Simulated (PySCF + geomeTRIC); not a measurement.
Species: C$_{2}$H$_{3}$NO, SMILES `COC#N` (charge 0, multiplicity 1).

Question: Give a relaxed geometry from B3LYP-D3(BJ)/def2-TZVP (PySCF + geomeTRIC).

Answer: the end point of this relaxation (outside a Z-matrix the atoms follow the SMILES, hydrogens last).
Cartesian coordinates (Å) in one orientation:
```xyz
7

C     -0.847     0.110    -0.035
O      0.264    -0.812    -0.223
C      1.429    -0.328     0.022
N      2.491     0.076     0.233
H     -0.877     0.436     1.003
H     -1.735    -0.459    -0.287
H     -0.730     0.962    -0.704
```
